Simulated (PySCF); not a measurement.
# Correlation energy of Sc(3+) (scandium, charge +3)

[Ar], closed-shell 1S. Computed with PySCF 2.14 in an even-tempered Gaussian basis (21 s from 0.09 bohr⁻², ratio 2.5; 13 p from 0.12 bohr⁻², ratio 2.5; 5 d from 1.9 bohr⁻², ratio 2.7; 5 f from 2.9 bohr⁻², ratio 2.7), with the spin-free X2C one-electron Hamiltonian (Gaussian nucleus). Frozen: 1s2; 16 electrons correlated; the 23 highest virtual orbitals of each spin left out.

MP2 pair energies summed by pair of shells (mhartree):

```
 pair   energy  share (%)
2p-2p  -186.96       34.2
3p-3p  -143.11       26.2
2p-3p   -67.38       12.3
2s-2p   -56.63       10.4
3s-3p   -41.13        7.5
2p-3s   -16.16        3.0
2s-3p   -12.09        2.2
2s-2s   -10.09        1.8
3s-3s    -9.01        1.6
2s-3s    -3.74        0.7
```

Total MP2 correlation energy: -546.30 mhartree.

Same-spin part -148.50 and opposite-spin part -397.81 mhartree; SCS-MP2 scales them by 1/3 and 6/5 to -526.87 mhartree.
